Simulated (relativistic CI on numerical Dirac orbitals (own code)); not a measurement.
# Transition arrays of Tb²⁸⁺

Calculated at this level of theory: Dirac-Coulomb-Breit CI, orbitals from a KLI potential per configuration, model QED (radiative potential, 1s self-energy scaled to tabulated hydrogen-like ionisation energies), valence Slater integrals scaled by 0.9, whole transition arrays (own radial code, finite nucleus).

CI space (outside the closed core [Ar] 3d10 4s2): 4p6 4d, 4p6 4f, 4p5 4d2, 4p6 5p, 4p6 5f. Levels of other configurations are missing.

All E1 lines from the levels of 4p6 4d; mean and standard deviation are weighted by gf, and upper levels are sorted by their leading configuration.

| Upper configuration | Lines | Σgf | Mean (eV) | Mean (nm) | σ (eV) | Strongest line (nm) |
| --- | --- | --- | --- | --- | --- | --- |
| 4p6 4f | 1 | 1.8 | 154.41 | 8.029 | 0.00 | 8.029 |
| 4p5 4d2 | 62 | 44.2 | 179.14 | 6.921 | 15.21 | 6.610 |
| 4p6 5p | 3 | 1.0 | 350.60 | 3.536 | 5.10 | 3.506 |
| 4p6 5f | 3 | 3.0 | 481.06 | 2.577 | 4.05 | 2.594 |

Σgf per state of the lower configuration in bins of 0.2 nm over the central range (centre: value): 2.5: 0.30, 3.5: 0.10, 6.5: 0.57, 6.7: 2.33, 6.9: 0.61, 7.1: 0.11, 7.7: 0.06, 7.9: 0.04, 8.1: 0.27, 8.3: 0.33, 8.7: 0.17.

Question: How do configuration mixing and the scaling of the Slater integrals move the arrays?

Answer: Slater scale 0.9, no configuration mixing: 4p6 4f 157.4 ± 3.6 eV (Σgf 5.1), 4p5 4d2 174.9 ± 17.8 eV (Σgf 39.3), 4p6 5p 350.7 ± 5.1 eV (Σgf 1.1), 4p6 5f 481.1 ± 4.1 eV (Σgf 3.0); Slater scale 1: 4p6 4f 154.5 ± 0.0 eV (Σgf 1.6), 4p5 4d2 182.3 ± 15.0 eV (Σgf 45.1), 4p6 5p 350.6 ± 5.1 eV (Σgf 1.0), 4p6 5f 481.1 ± 4.0 eV (Σgf 3.0); Slater scale 0.8: 4p6 4f 154.4 ± 0.0 eV (Σgf 1.9), 4p5 4d2 175.9 ± 15.5 eV (Σgf 43.2), 4p6 5p 350.6 ± 5.1 eV (Σgf 1.0), 4p6 5f 481.1 ± 4.0 eV (Σgf 3.0). With mixing, levels are counted to their leading configuration, so an array can shrink or vanish into another, and the sums then hold other lines.
